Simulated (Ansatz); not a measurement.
`BCBF` + `CNC` → `CN(C)BF` + `BC` at 700 K and 1 bar (ligand exchange at a B–C bond).

Program: Ansatz. Geometries: PBE0-D4/def2-TZVP. ΔE: electronic, gas phase. CCSD(T)/CBS adds triple-zeta CCSD(T) − MP2 to the extrapolated MP2 energy (def2 sets, frozen cores). This one scheme is used for every species. One conformer a species, not always the lowest.

```json
{"species": "`BCBF`", "CCSD(T)/CBS energy (Eh)": "-190.47993", "H − E (kJ/mol)": "227.2", "S (J/(mol·K))": "398.6"}
{"species": "`CNC`", "CCSD(T)/CBS energy (Eh)": "-135.00321", "H − E (kJ/mol)": "296.9", "S (J/(mol·K))": "352.4"}
{"species": "`CN(C)BF`", "CCSD(T)/CBS energy (Eh)": "-259.69840", "H − E (kJ/mol)": "334.1", "S (J/(mol·K))": "429.5"}
{"species": "`BC`", "CCSD(T)/CBS energy (Eh)": "-65.83255", "H − E (kJ/mol)": "189.6", "S (J/(mol·K))": "311.0"}
```

H − E and S are ideal-gas, rigid-rotor, harmonic terms from PBE0-D4/def2-TZVP, for one conformer and one mirror image of each species. 1 Eh = 2625.50 kJ/mol, R = 8.31446 J/(mol·K).

Question: By hand: ΔE, ΔH, ΔS and ΔG.

Answer: ΔE = (-259.69840) + (-65.83255) − (-190.47993) − (-135.00321) = -0.04781 Eh = -125.5 kJ/mol. Δ(H − E) = 334.1 + 189.6 − 227.2 − 296.9 = -0.4, so ΔH = -125.9 kJ/mol. ΔS = 429.5 + 311.0 − 398.6 − 352.4 = -10.5 J/(mol·K). ΔG = -125.9 − 700 × (-10.5)/1000 = -118.6 kJ/mol.

Question: By hand: the equilibrium constant, and the temperature at which ΔG would vanish if ΔH and ΔS stayed fixed.

Answer: log₁₀ K = −ΔG/(RT ln 10) = 8.8. ΔG = 0 at ΔH/ΔS = 11990 K, far beyond where these terms or the molecules hold.

The number of gas molecules stays the same, so ΔS is small and ΔH decides. A doubt of 5 kJ/mol in ΔE shifts log₁₀ K by 0.4 here. Other conformers and mirror images would add mixing entropy, several J/(mol·K) or more a flexible species. These are equilibria of isolated gas molecules and say nothing of rates. Largest T1 diagnostic: 0.013 (customary marks: 0.02 for closed shells, 0.045 for open ones).
